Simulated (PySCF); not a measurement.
BF₂H₄P.
Bonds: B1–P2, P2–F3, P2–F4. Hydrogens: H5, H6, H7 on B1; H8 on P2.

All values: PBE0/pcSseg-1 and CAM-B3LYP/def2-SVPD (PySCF, non-relativistic), on one gas-phase PBE0-D3(BJ)/def2-SVP geometry that isn't relaxed in the solvent. The solvent is an IEF-PCM continuum (Bondi radii, 1.10 Å for H, scaled by 1.2). Only the electrostatic response of the medium enters.

Gas phase at PBE0/pcSseg-1: HOMO -9.49 eV, LUMO -0.50 eV, dipole 2.59 D.

Question: What does the continuum do to the energy, the frontier levels and the dipole at PBE0/pcSseg-1 in chloroform and water?

Answer: 
| solvent | ε | E(solvent) − E(gas) (kJ/mol) | polarisation term (kJ/mol) | distortion of the solute (kJ/mol) | HOMO (eV) | LUMO (eV) | dipole (D) |
| --- | --- | --- | --- | --- | --- | --- | --- |
| chloroform | 4.711 | -15.86 | -18.20 | 2.34 | -9.37 | -0.17 | 3.22 |
| water | 78.36 | -23.01 | -27.96 | 4.95 | -9.32 | -0.05 | 3.51 |

The first energy column is the sum of the next two and covers electrostatics alone. From chloroform to water the lowering changes by a factor 1.45, Onsager's factor (ε − 1)/(2ε + 1) by 1.38 and ε itself by 16.6.

Question: Which radius a makes the point-dipole formula ΔE = −[(ε − 1)/(2ε + 1)]·μ²/a³ give the value in water, with the gas-phase dipole?

Answer: μ = 1.019 au and |ΔE| = 0.00876 Eh give a = 2.05 Å; the farthest nucleus lies 2.04 Å from the centroid of the nuclei. The formula assumes a rigid point dipole at the centre of a sphere.

Question: Which IAO charges (PBE0/pcSseg-1) respond most in chloroform (means over atoms taken as equivalent)?

Answer: 
```tsv
atoms	environment	gas (e)	solvent (e)	change
H8	P–H hydrogen	-0.035	-0.006	+0.029
B1	four-coordinate boron	-0.719	-0.731	-0.012
P2	phosphorus bonded to B, 2 F and H	+1.562	+1.572	+0.010
H5/H6/H7	B–H hydrogen	+0.041	+0.034	-0.007
F3/F4	phosphorus-bound fluorine	-0.466	-0.469	-0.003
```

Question: Which Mayer bond orders change most in chloroform?

Answer: 
```json
{"bond": "B1–H6", "length (Å)": "1.224", "gas": "0.889", "solvent": "0.901", "change": "+0.012"}
{"bond": "B1–H7", "length (Å)": "1.223", "gas": "0.888", "solvent": "0.900", "change": "+0.012"}
{"bond": "B1–P2", "length (Å)": "1.837", "gas": "0.965", "solvent": "0.973", "change": "+0.008"}
{"bond": "P2–F3", "length (Å)": "1.584", "gas": "0.956", "solvent": "0.950", "change": "-0.006"}
{"bond": "P2–F4", "length (Å)": "1.584", "gas": "0.956", "solvent": "0.950", "change": "-0.006"}
{"bond": "P2–H8", "length (Å)": "1.414", "gas": "0.896", "solvent": "0.902", "change": "+0.006"}
{"bond": "B1–H5", "length (Å)": "1.213", "gas": "0.948", "solvent": "0.949", "change": "+0.001"}
```

Gas phase at CAM-B3LYP/def2-SVPD: HOMO -10.93 eV, LUMO 0.40 eV, dipole 2.48 D.

Question: What does the continuum do to the energy, the frontier levels and the dipole at CAM-B3LYP/def2-SVPD in chloroform?

Answer: 
```
   solvent      ε  E(solvent) − E(gas) (kJ/mol)  polarisation term (kJ/mol)  distortion of the solute (kJ/mol)  HOMO (eV)  LUMO (eV)  dipole (D)
chloroform  4.711                        -14.85                      -17.27                               2.42     -10.80       0.74        3.12
```

The atom shares or the degeneracy of the HOMO differ from the gas phase in chloroform, so that column needn't follow one orbital.

Question: How does the static polarisability (CAM-B3LYP/def2-SVPD, frozen core, with the continuum's full static response) change?

Answer: 
```json
{"medium": "gas", "isotropic (au)": "44.6", "principal values (au)": "41.1, 41.1, 51.6", "⟨r²⟩ of the electrons (bohr²)": "356.3"}
{"medium": "chloroform", "isotropic (au)": "53.7", "principal values (au)": "49.7, 49.8, 61.4", "⟨r²⟩ of the electrons (bohr²)": "357.2"}
```

The isotropic value in chloroform is 1.20 times the gas-phase one; no cavity-field correction is applied. ⟨r²⟩ is taken about the centre of nuclear charge.

Hardware: one thread, Intel Xeon Platinum 8259CL at 2.50 GHz (x86_64), no GPU (shared host). Cost: 5.2 s, 0.48 GiB resident at most. This is the whole shielding run at PBE0/pcSseg-1 in water, SCF included.
